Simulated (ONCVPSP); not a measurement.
## C, ONCV: configuration errors across variants

carbon (C), optimised norm-conserving Vanderbilt (ONCV), made with ONCVPSP 4.0.1 (PBE, scalar-relativistic). Core [He], reference 2s2 2p1 (charge +1). Waves: 2s: rc 1.20 bohr, ncon 5, nbas 10, qcut 4.2 1/bohr, 2 projectors, debl 2 Ha; 2p: rc 2.95 bohr, ncon 5, nbas 10, qcut 5.4 1/bohr, 1 projector; d scattering state at 0.47 Ha: rc 3.10 bohr, ncon 5, nbas 9, qcut 3.5 1/bohr, 2 projectors, debl 3.7 Ha. Local part: polynomial inside 1.10 bohr (lpopt 5, dvloc0 0 Ha). Core correction: none.

All-electron excitation energies from the reference (eV): (1) 2s2 2p2 -10.861; (2) 2s2 2p0 24.156; (3) 2s1 2p0 72.350; (4) 2s0 2p4 6.114.

1 further variants failed, have other tests or too few solved ones, and are left out.

A true bound ghost makes a file unfit for plane-wave use even where its test errors are small: the radial tests pick states by their node count and pass the ghost by.

Errors AE − PS in meV (a dash: test not solved or not reliable):

```
    change   (1)   (2)   (3)   (4)  bound ghosts  GHOST(+) flags above zero
      base  +105  +386  +936  +405          none                          d
d: rc 2.18  +105  +386  +936  +405             d                       none
d: rc 2.42  +105  +386  +936  +405          none                          d
 d: rc 2.7  +105  +386  +936  +405          none                          d
d: rc 2.86  +105  +386  +936  +405          none                          d
d: rc 3.16  +105  +386  +936  +405          none                          d
d: rc 3.68  +105  +386  +936  +405          none                       none
d: rc 4.04  +105  +386  +936  +405          none                       none
d: rc 4.18  +105  +386  +936  +405          none                       none
```

(1) Give the same row for: d: rc 4.54.

Answers

(1) +105, +386, +936, +405; bound ghosts: none; GHOST(+) flags above zero: none.
